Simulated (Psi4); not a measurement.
H₄AlO₄ (SMILES [OH][Al-]([OH])([OH])[OH]), charge -1, singlet, geometry from GFN2-xTB (such geometries of metal compounds can be far from the true shape) (a gas-phase anion, which may not be bound at this level); MP2/6-31G* (Psi4 1.11).

Input for Psi4:
```
memory 2 GB

molecule {
-1 1
  Al   -0.00000000   -0.00000000   -0.00000000
  O     1.60013122   -0.41861514   -0.56945509
  H     1.76427401   -0.41833359   -1.50225942
  O     0.11470341    0.26263230    1.72563179
  H     0.83851758    0.77410115    2.05963706
  O    -0.51994549    1.40745130   -0.89926369
  H    -1.43029173    1.66471842   -0.85289347
  O    -1.19488915   -1.25146846   -0.25691301
  H    -1.17249985   -2.02048599    0.29551583
}

set basis 6-31g*

energy('mp2')
print_variables()
```

It wrote (shortened):

```
    SCF Algorithm Type (re)set to DF.

   => Loading Basis Set <=

    Name: 6-31G*
    Role: ORBITAL
    Keyword: BASIS

         ---------------------------------------------------------
                                   SCF
               by Justin Turney, Rob Parrish, Andy Simmonett
                          and Daniel G. A. Smith
                              RHF Reference
         ---------------------------------------------------------

  ==> Geometry <==

    Molecular point group: c1
    Full point group: C1

    Geometry (in Angstrom), charge = -1, multiplicity = 1:

       Center              X                  Y                   Z               Mass
    ------------   -----------------  -----------------  -----------------  -----------------
         AL           0.000000001578     0.000000000106    -0.000000000000    26.981538530000
         O            1.600131221578    -0.418615139894    -0.569455090000    15.994914619570
         H            1.764274011578    -0.418333589894    -1.502259420000     1.007825032230
         O            0.114703411578     0.262632300106     1.725631790000    15.994914619570
         H            0.838517581578     0.774101150106     2.059637060000     1.007825032230
         O           -0.519945488422     1.407451300106    -0.899263690000    15.994914619570
         H           -1.430291728422     1.664718420106    -0.852893470000     1.007825032230
         O           -1.194889148422    -1.251468459894    -0.256913010000    15.994914619570
         H           -1.172499848422    -2.020485989894     0.295515830000     1.007825032230

  Running in c1 symmetry.

  Rotational constants: A =      0.11867  B =      0.11867  C =      0.11080 [cm^-1]
  Rotational constants: A =   3557.72792  B =   3557.72792  C =   3321.62553 [MHz]
  Nuclear repulsion =  242.779385233892526

  Charge       = -1
  Multiplicity = 1
  Electrons    = 50
  Nalpha       = 25
  Nbeta        = 25

  ==> Algorithm <==

  SCF Algorithm Type is DF.
  DIIS enabled.
  MOM disabled.
  Fractional occupation disabled.
  Guess Type is SAD.
  Energy threshold   = 1.00e-08
  Density threshold  = 1.00e-08
  Integral threshold = 1.00e-12

  ==> Primary Basis <==

  Basis Set: 6-31G*
    Blend: 6-31G*
    Number of shells: 40
    Number of basis functions: 87
    Number of Cartesian functions: 87
    Spherical Harmonics?: false
    Max angular momentum: 2

   => Loading Basis Set <=

    Name: (6-31G* AUX)
    Role: JKFIT
    Keyword: DF_BASIS_SCF

  ==> Integral Setup <==

  SCF_SUBTYPE=INCORE selected. In-core MEM_DF algorithm will be used.
  Using in-core AOs.

  ==> MemDFJK: Density-Fitted J/K Matrices <==

    J tasked:                   Yes
    K tasked:                   Yes
    wK tasked:                   No
    Algorithm:                 Core
    Schwarz Cutoff:           1E-12
    Mask sparsity (%):       0.3699
    Fitting Condition:        1E-10

   => Auxiliary Basis Set <=

  Basis Set: (6-31G* AUX)
    Blend: CC-PVDZ-JKFIT
    Number of shells: 168
    Number of basis functions: 554
    Number of Cartesian functions: 554
    Spherical Harmonics?: false
    Max angular momentum: 3

  Minimum eigenvalue in the overlap matrix is 9.8791639952E-03.
  Reciprocal condition number of the overlap matrix is 1.6173690247E-03.
    Using symmetric orthogonalization.

  ==> Pre-Iterations <==

  SCF Guess: Superposition of Atomic Densities via on-the-fly atomic UHF (no occupation information).

   -------------------------
    Irrep   Nso     Nmo
   -------------------------
     A         87      87
   -------------------------
    Total      87      87
   -------------------------

  ==> Iterations <==

                           Total Energy        Delta E     RMS |[F,P]|

   @DF-RHF iter SAD:  -541.84921526130347   -5.41849e+02   0.00000e+00
   @DF-RHF iter   1:  -543.53762513393349   -1.68841e+00   1.09986e-02 ADIIS/DIIS
   @DF-RHF iter   2:  -543.78373135537720   -2.46106e-01   6.87650e-03 ADIIS/DIIS
   @DF-RHF iter   3:  -543.90379252754190   -1.20061e-01   4.77575e-04 ADIIS/DIIS
   @DF-RHF iter   4:  -543.90499755739597   -1.20503e-03   1.14651e-04 ADIIS/DIIS
   @DF-RHF iter   5:  -543.90508082366841   -8.32663e-05   2.34016e-05 DIIS
   @DF-RHF iter   6:  -543.90508559061163   -4.76694e-06   4.88503e-06 DIIS
   @DF-RHF iter   7:  -543.90508585632790   -2.65716e-07   1.12223e-06 DIIS
   @DF-RHF iter   8:  -543.90508587016177   -1.38339e-08   2.22704e-07 DIIS
   @DF-RHF iter   9:  -543.90508587079682   -6.35055e-10   5.62609e-08 DIIS
   @DF-RHF iter  10:  -543.90508587083968   -4.28599e-11   1.11970e-08 DIIS
   @DF-RHF iter  11:  -543.90508587084173   -2.04636e-12   1.19349e-09 DIIS
  Energy and wave function converged.

  ==> Post-Iterations <==

    Orbital Energies [Eh]
    ---------------------

    Doubly Occupied:

[...]
      25A     -0.246630

    Virtual:

[...]
    Final Occupation by Irrep:
              A
    DOCC [    25 ]
    NA   [    25 ]
    NB   [    25 ]

  @DF-RHF Final Energy:  -543.90508587084173

   => Energetics <=

    Nuclear Repulsion Energy =            242.7793852338925262
    One-Electron Energy =               -1251.0665027392130924
    Two-Electron Energy =                 464.3820316344788353
    Total Energy =                       -543.9050858708417309

Computation Completed

Properties will be evaluated at   0.000000,   0.000000,   0.000000 [a0]

Properties computed using the SCF density matrix

 Multipole Moments:

 ------------------------------------------------------------------------------------
     Multipole            Electronic (a.u.)      Nuclear  (a.u.)        Total (a.u.)
 ------------------------------------------------------------------------------------

 L = 1.  Multiply by 2.5417464519 to convert [e a0] to [Debye]
 Dipole X            :          0.0000000            0.0000000            0.0000000
 Dipole Y            :          0.0000000           -0.0000000           -0.0000000
 Dipole Z            :         -0.0000000            0.0000000           -0.0000000
 Magnitude           :                                                    0.0000000

 ------------------------------------------------------------------------------------

  //>>>>>>>>>>>>>>>>>>>>>>>>>>>>>>>>>>>//
  //               DFMP2               //
  //<<<<<<<<<<<<<<<<<<<<<<<<<<<<<<<<<<<//

   => Loading Basis Set <=

    Name: (6-31G* AUX)
    Role: RIFIT
    Keyword: DF_BASIS_MP2

	 --------------------------------------------------------
	                          DF-MP2
	      2nd-Order Density-Fitted Moller-Plesset Theory

	        Rob Parrish, Justin Turney, Andy Simmonett,
	           Ed Hohenstein, and C. David Sherrill
	 --------------------------------------------------------

   => Auxiliary Basis Set <=

  Basis Set: (6-31G* AUX)
    Blend: CC-PVDZ-RI
    Number of shells: 120
    Number of basis functions: 356
    Number of Cartesian functions: 414
    Spherical Harmonics?: true
    Max angular momentum: 3

	 --------------------------------------------------------
	                 NBF =    87, NAUX =   356
	 --------------------------------------------------------
	   CLASS    FOCC     OCC    AOCC    AVIR     VIR    FVIR
	   PAIRS       0      25      25      62      62       0
	 --------------------------------------------------------

	-----------------------------------------------------------
	 ==================> DF-MP2 Energies <====================
	-----------------------------------------------------------
	 Reference Energy          =    -543.9050858708417309 [Eh]
	 Singles Energy            =      -0.0000000000000000 [Eh]
	 Same-Spin Energy          =      -0.2203301452950004 [Eh]
	 Opposite-Spin Energy      =      -0.5906037945354226 [Eh]
	 Correlation Energy        =      -0.8109339398304229 [Eh]
	 Total Energy              =    -544.7160198106721509 [Eh]
	-----------------------------------------------------------
	 ================> DF-SCS-MP2 Energies <==================
	-----------------------------------------------------------
	 SCS Same-Spin Scale       =       0.3333333333333333 [-]
	 SCS Opposite-Spin Scale   =       1.2000000000000000 [-]
	 SCS Same-Spin Energy      =      -0.0734433817650001 [Eh]
	 SCS Opposite-Spin Energy  =      -0.7087245534425071 [Eh]
	 SCS Correlation Energy    =      -0.7821679352075072 [Eh]
	 SCS Total Energy          =    -544.6872538060492843 [Eh]
	-----------------------------------------------------------

  Variable Map:
  ----------------------------------------------------------------------------
[...]
  Array Variable Map:
  ----------------------------------------------------------------------------
[...]
[...]
```
